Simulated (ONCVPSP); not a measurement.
# N: excitation energies, all-electron against ONCV

ONCVPSP 4.0.1 input, shortened (lines: element, Z, core and valence counts, functional; n l f; lmax; l rc ep ncon nbas qcut; lloc lpopt rc5 dvloc0; l nproj debl; icmod fcfact rcfact), PBE, scalar-relativistic:

```
  N 7.00    1    2        4      upf
    1    0    2.00
    2    0    2.00
    2    1    3.00
    1
    0    0.80    0.00    5    9    8.00
    1    1.95    0.00    5    8    8.00
    4    5    0.60    0.00
    0    1    3.90
    1    1    2.90
    3    2.00    1.75
```

Energies are relative to the spin-unpolarised reference configuration 2s2 2p3; without spin polarisation the order of configurations can differ from experiment.

```json
{"valence configuration": "2s2 2p2", "charge": "+1", "ΔE all-electron (eV)": "13.591", "error AE − PS (meV)": "+23"}
{"valence configuration": "2s2 2p0", "charge": "+3", "ΔE all-electron (eV)": "89.527", "error AE − PS (meV)": "+1031"}
```

Task: What are ΔE and the potential's error for 2s2 2p1?

Result: ΔE = 42.445 eV all-electron; the error (AE − PS) is +232 meV.

Task: What are ΔE and the potential's error for 2s1 2p3?

Result: ΔE = 25.372 eV all-electron; the error (AE − PS) is -41 meV.
